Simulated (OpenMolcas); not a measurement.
Pd IV: effect of the active space

```
Program             : OpenMolcas 26.06
Method              : SS-CASPT2, IPEA 0.25 Eh, imaginary shift 0.1 Eh
Basis               : ANO-RCC-VQZP
Scalar Hamiltonian  : DKH2, point nucleus
Spin-orbit coupling : state interaction with AMFI integrals over the reference wave functions, term energies averaged over their components
```

A. 7 electrons in 5 orbitals (4d); 2S+1 = 4 even, 10 roots; 2S+1 = 2 even, 40 roots; closed shells correlated: 4s 4p; CASPT2 step roughly 19 core-seconds
B. 7 electrons in 10 orbitals (4d 5d); 2S+1 = 4 even, 10 roots; 2S+1 = 2 even, 40 roots; closed shells correlated: 4s 4p; CASPT2 step about 30 core-minutes

Energies in cm-1 above 4d7 4F 9/2.

| Level | A | B |
| --- | --- | --- |
| 4d7 4F 9/2 | 0.0 | 0.0 |
| 4d7 4F 7/2 | 2760 | 2730 |
| 4d7 4F 5/2 | 4450 | 4390 |
| 4d7 4F 3/2 | 5500 | 5420 |
| 4d7 4P 3/2 [71 %] | 13500 | 12860 |
| 4d7 4P 5/2 | 13510 | 13190 |
| 4d7 2G 9/2 | 15140 | 15080 |
| 4d7 4P 1/2 | 15370 | 14890 |
| 4d7 2G 7/2 | 17860 | 17750 |
| 4d7 2H 11/2 | 20200 | 20430 |
| 4d7 2D 5/2(1) | 21740 | 21650 |
| 4d7 2P 1/2 | 22610 | 21330 |
| 4d7 2H 9/2 | 23020 | 23190 |
| 4d7 2D 3/2(1) [65 %] | 26490 | 26110 |
| 4d7 2F 5/2 | 31400 | 31270 |
| 4d7 2F 7/2 | 32800 | 32710 |
| 4d7 2D 3/2(2) | 50240 | 50040 |
| 4d7 2D 5/2(2) | 51580 | 51570 |

Between A and B the level of the table that moves most is 4d7 2P 1/2, by 1300 cm-1 (lowest in B, highest in A). Moves below CASPT2's spread within the term are not significant.

CASPT2 does not keep the components of a term degenerate, so their means are used; among the terms shown or strongly mixed into the levels shown the widest spread is 670 cm-1 (4d7 4F, A). The CASPT2 spread within a term exceeds the gap to the next term for 4d7 2P and 4d7 2H, so the order of their levels is uncertain (holds for A). Active for correlation alone: 5d; no level in the range computed is led by a configuration that fills it, so any true level of that kind is missing (holds for B). Only configurations of the active space appear. The table leaves out levels that lie high or whose names do not pair safely across all columns.

A share in square brackets marks a mixed level and gives the weight of the term that names it, the lowest over the columns. A number in round brackets counts repeated terms of one configuration in the order of the reference energies.
